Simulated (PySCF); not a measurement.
# Ir²⁺: excitation energy

Ir²⁺ [Xe] 4f14 5d7 (4F) → Ir²⁺ [Xe] 4f14 5d6 6p1 (high-spin determinant), as a difference of total energies. All numbers are calculated (PySCF 2.14, a scalar-relativistic core potential, in aug-cc-pwCVDZ-PP with ECP60MDF (6s6p5d3f, 70 functions)). Correlated levels: valence and next inner shell: nothing frozen outside the core potential. The calculations carry no spin-orbit coupling.

```tsv
method	excitation energy (eV)
UHF	8.678
MP2 (valence and next inner shell)	8.974
SCS-MP2 (valence and next inner shell)	9.234
CCSD (valence and next inner shell)	9.004
CCSD(T) (valence and next inner shell)	8.992
```

Question: How much does correlation contribute at CCSD(T) (valence and next inner shell)?

Answer: 8.992 − (8.678) = 0.314 eV, measured against UHF.

The determinant of the upper state mixes LS terms, which raises its energy above the lowest term, most at the Hartree-Fock and MP2 levels.
